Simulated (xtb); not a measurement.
C3H3 (SMILES C#C[CH2]), doublet, from a rough starting geometry; GFN2-xTB in xtb 6.7.1.

The xtb input:
```
$ xtb mol.xyz --gfn 2 --uhf 1 --opt vtight --json

# file mol.xyz
6

C      1.50458774    -0.20893483     0.22099109
C      0.27184965    -0.03126270     0.06721694
C     -1.12974719     0.16437291    -0.07672581
H      2.53073095    -0.40327763     0.23809882
H     -1.42711264     0.92071377    -0.66012794
H     -1.78404770    -0.52844981     0.25842569
```

It wrote (shortened):

```
   ID    Z sym.   atoms
    1    6 C      1-3
    2    1 H      4-6

           -------------------------------------------------
          |                Calculation Setup                |
           -------------------------------------------------

           -------------------------------------------------
          |                 G F N 2 - x T B                 |
           -------------------------------------------------

          ...................................................
          :                      SETUP                      :
          :.................................................:
          :  # basis functions                  15          :
          :  # atomic orbitals                  15          :
          :  # shells                            9          :
          :  # electrons                        15          :
          :  max. iterations                   250          :
          :  Hamiltonian                  GFN2-xTB          :
          :  restarted?                      false          :
          :  GBSA solvation                  false          :
          :  PC potential                    false          :
          :  electronic temp.          300.0000000     K    :
          :  accuracy                    1.0000000          :
          :  -> integral cutoff          0.2500000E+02      :
          :  -> integral neglect         0.1000000E-07      :
          :  -> SCF convergence          0.1000000E-05 Eh   :
          :  -> wf. convergence          0.1000000E-03 e    :
          :  Broyden damping             0.4000000          :
          :  net charge                          0          :
          :  unpaired electrons                  1          :
          ...................................................

 iter      E             dE          RMSdq      gap      omega  full diag
   1     -7.9783941 -0.797839E+01  0.869E+00    4.44       0.0  T
   2     -7.9810169 -0.262280E-02  0.514E+00    4.23       1.0  T
   3     -7.9512037  0.298131E-01  0.219E+00    4.31       1.0  T
   4     -7.9815132 -0.303094E-01  0.498E-01    4.31       1.0  T
   5     -7.9829266 -0.141340E-02  0.167E-01    4.18       1.0  T
   6     -7.9830545 -0.127926E-03  0.365E-02    4.22       1.1  T
   7     -7.9830530  0.151551E-05  0.184E-02    4.22       2.2  T
   8     -7.9830546 -0.163936E-05  0.624E-04    4.22      65.5  T
   9     -7.9830546  0.442162E-10  0.328E-04    4.22     124.5  T
[...]
 * total energy  :    -7.8028187 Eh     change       -0.1134331E-03 Eh
 * total energy  :    -7.8029124 Eh     change       -0.9367926E-04 Eh
 * total energy  :    -7.8029422 Eh     change       -0.2978353E-04 Eh
 * total energy  :    -7.8029834 Eh     change       -0.4125565E-04 Eh
 * total energy  :    -7.8030009 Eh     change       -0.1749134E-04 Eh
 * total energy  :    -7.8030189 Eh     change       -0.1795398E-04 Eh
 * total energy  :    -7.8030311 Eh     change       -0.1227250E-04 Eh
 * total energy  :    -7.8030436 Eh     change       -0.1248048E-04 Eh
 * total energy  :    -7.8030502 Eh     change       -0.6599414E-05 Eh
 * total energy  :    -7.8030513 Eh     change       -0.1051822E-05 Eh
 * total energy  :    -7.8030514 Eh     change       -0.1615053E-06 Eh
 * total energy  :    -7.8030515 Eh     change       -0.8693665E-07 Eh
   *** GEOMETRY OPTIMIZATION CONVERGED AFTER 15 ITERATIONS ***
         :: total energy              -7.803051510159 Eh    ::
[...]
                  HL-Gap            0.1644503 Eh            4.4749 eV
             Fermi-level           -0.3044457 Eh           -8.2844 eV

     #   Z          covCN         q      C6AA      α(0)
     1   6 C        1.910    -0.100    33.878     9.400
     2   6 C        1.961    -0.000    31.078     9.003
     3   6 C        2.834    -0.084    30.092     8.989
     4   1 H        0.928     0.077     2.014     2.219
     5   1 H        0.926     0.054     2.271     2.357
     6   1 H        0.926     0.054     2.272     2.357

 Mol. C6AA /au·bohr⁶  :        454.147341
 Mol. C8AA /au·bohr⁸  :      11274.944610
 Mol. α(0) /au        :         34.324810

Wiberg/Mayer (AO) data.
largest (>0.10) Wiberg bond orders for each atom

 ---------------------------------------------------------------------------
     #   Z sym  total        # sym  WBO       # sym  WBO       # sym  WBO
 ---------------------------------------------------------------------------
     1   6 C    3.822 --     2 C    2.535     4 H    0.973     3 C    0.249
     2   6 C    3.982 --     1 C    2.535     3 C    1.433
     3   6 C    3.614 --     2 C    1.433     6 H    0.960     5 H    0.960
                             1 C    0.249
     4   1 H    0.994 --     1 C    0.973
     5   1 H    0.997 --     3 C    0.960
     6   1 H    0.997 --     3 C    0.960
 ---------------------------------------------------------------------------

Topologies differ in total number of bonds
Writing topology from bond orders to xtbtopo.mol

molecular dipole:
                 x           y           z       tot (Debye)
 q only:       -0.074       0.012      -0.009
   full:       -0.058       0.011      -0.008       0.152
molecular quadrupole (traceless):
                xx          xy          yy          xz          yz          zz
 q only:        1.413      -0.264      -0.594       0.215      -0.253      -0.819
  q+dip:        5.251      -0.984      -2.186       0.799      -0.988      -3.066
   full:        2.908      -0.542      -1.219       0.441      -0.529      -1.689

optimized geometry written to: xtbopt.xyz

           -------------------------------------------------
          | TOTAL ENERGY               -7.803051510159 Eh   |
          | GRADIENT NORM               0.000349654051 Eh/α |
          | HOMO-LUMO GAP               4.474920820280 eV   |
           -------------------------------------------------

normal termination of xtb
```
